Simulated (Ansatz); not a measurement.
A structure relaxed at PBE0-D4/def2-TZVP, charge 0, multiplicity 1:

```xyz
5

S    -1.4308    0.7830   -0.6067
Al    0.1220   -0.3570    0.3676
Cl   -0.4127   -1.6690    1.8868
Br    2.2687   -0.1474   -0.2286
H    -0.5472    1.3904   -1.4192
```

Task: Give its formula and SMILES.

Result: AlBrClHS, `[SH][Al]([Cl])[Br]`.

Task: Point group (tolerance 0.08 Å, 0.16 Å for H)?

Result: Cs.

Task: Summarise the bond lengths by kind.

Result: 1 × Al–S 2.159 Å; 1 × H–S 1.345 Å; 1 × Al–Cl 2.077 Å; 1 × Al–Br 2.238 Å.

Computed with Ansatz.
